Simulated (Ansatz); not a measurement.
# Ligand exchange: C5H12 + InCl3 → C4H9Cl + In(CH3)Cl2

Species: C5H12 (neopentane) `CC(C)(C)C`, singlet; InCl3 `[Cl][In]([Cl])[Cl]`, singlet; C4H9Cl (2-chloro-2-methylpropane) `CC(C)(C)Cl`, singlet; In(CH3)Cl2, singlet. The partners trade CH3 for Cl: C–CH3 and In–Cl bonds give way to C–Cl and In–CH3.

Shapes, held fixed at every level: PBE0-D4/def2-TZVP. Programs: Ansatz 0.2.0. Electronic energies: no zero-point or thermal term.

| level | kind | ΔE (kJ/mol) | less CCSD(T)/def2-TZVPP |
| --- | --- | --- | --- |
| SPW92/def2-TZVPP | LDA | +97.4 | -11.0 |
| PBE-D4/def2-TZVPP | GGA | +99.5 | -8.9 |
| B3LYP-D4/def2-TZVPP | global hybrid | +106.0 | -2.4 |
| BHLYP-D4/def2-TZVPP | global hybrid | +116.2 | +7.8 |
| PBE0-D4/def2-TZVPP | global hybrid | +107.8 | -0.6 |
| MP2/def2-TZVPP | perturbation theory | +106.0 | -2.4 |
| CCSD/def2-SVP | coupled cluster or CI | +130.8 | +22.4 |
| CCSD(T)/def2-TZVPP | coupled cluster or CI | +108.4 | 0.0 |

The highest level, CCSD(T)/def2-TZVPP, gives ΔE = +108.4 kJ/mol; the levels span +97.4 to +130.8. The column of differences is taken from that level and isn't an error. No measured value is set beside it here. For atoms past krypton def2 sets carry core potentials with scalar relativity. Outer-core shells of In are correlated in most correlated rows, in sets that cover them unevenly.
